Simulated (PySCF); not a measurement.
B3LYP has the VWN-RPA correlation part, as in Gaussian. Excitations are Tamm–Dancoff values on a coarser integration grid. The basis has no diffuse functions, so Rydberg states are missing or too high.

Cartesian coordinates (Å):
```xyz
9

C     -1.9500     0.1026     0.1537
N     -0.7861     0.0558     0.6710
C      0.3237    -0.0263    -0.1505
Si     1.9147    -0.0904     0.5128
H     -2.8180     0.1665     0.8023
H     -2.1202     0.0813    -0.9291
H      0.1744    -0.0497    -1.2352
H      2.1736    -0.0617     1.9595
H      3.0878    -0.1780    -0.3721
```
Charge 0, spin multiplicity 1.

Q: What is the computed brightest of the four lowest singlets (TDA), S1–T1 gap (TDA) and HOMO (B3LYP-D3(BJ)/def2-TZVP run with PySCF)?

A: 
```
Quantity                                        Value
-------------------------------------------  --------
brightest of the four lowest singlets (TDA)   4.66 eV
S1–T1 gap (TDA)                               1.78 eV
HOMO                                         -6.01 eV
```
